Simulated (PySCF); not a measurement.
**Spinor energies of Ir⁺ (iridium, charge +1)**

Start: [Xe] 4f14 5d7 6s1; 5d3/2 filled at m_j = +1/2, +3/2; 5d5/2 filled at m_j = -3/2, -1/2, +1/2, +3/2, +5/2; 6s1/2 filled at m_j = +1/2. Calculated with PySCF 2.14 in x2c-TZVPall-2c with one added diffuse shell each of s, p, d type (12s12p11d2f, 117 functions): generalised Hartree-Fock with the X2C-1e Hamiltonian and a Gaussian nucleus; spin-orbit coupling (SO) screened by Boettger's factors. This is a chosen level, not necessarily the ground level.

```tsv
spinor shell	electrons	ε, screened SO (eV)	weight of nominal j (screened SO)	rms radius, screened SO (bohr)
1s1/2	2	-76516.0	1.000	0.0197
2s1/2	2	-13536.4	1.000	0.0795
2p1/2	2	-12944.8	1.000	0.0675
2p3/2	4	-11311.5	1.000	0.0752
3s1/2	2	-3237.6	1.000	0.203
3p1/2	2	-2973.2	1.000	0.195
3p3/2	4	-2609.9	1.000	0.210
3d3/2	4	-2173.6	1.000	0.185
3d5/2	6	-2095.4	1.000	0.189
4s1/2	2	-731.82	1.000	0.450
4p1/2	2	-619.15	1.000	0.456
4p3/2	4	-532.04	1.000	0.490
4d3/2	4	-347.06	1.000	0.507
4d5/2	6	-330.11	1.000	0.519
5s1/2	2	-123.39	1.000	1.05
4f5/2	6	-92.167	0.996	0.586
4f7/2	8	-88.893	0.997	0.587
5p1/2	2	-86.751	0.983	1.16
5p3/2	4	-70.553	0.992	1.25
5d3/2	2	-21.260	0.566	1.78
5d5/2	5	-21.586	0.481	1.79
6s1/2	1	-16.598	0.994	2.95
```

```csv
quantity,screened SO
E (hartree),-17838.76037
M_J,5
⟨J²⟩,30.011
⟨L²⟩,12.792
⟨S²⟩,5.842
```

Each row is a mean over spinors that exchange with the open shell spreads, by up to 7.350 eV (5p3/2).

Rows whose weight is well below 1 are mixtures of j = l ± 1/2: exchange outweighs spin-orbit coupling there, and the label is only the starting occupation.

Breit and QED terms are absent; they matter most for the inner s and p1/2 levels.

Densities and radii are taken from the X2C orbitals without a picture-change correction, which distorts them close to the nucleus.
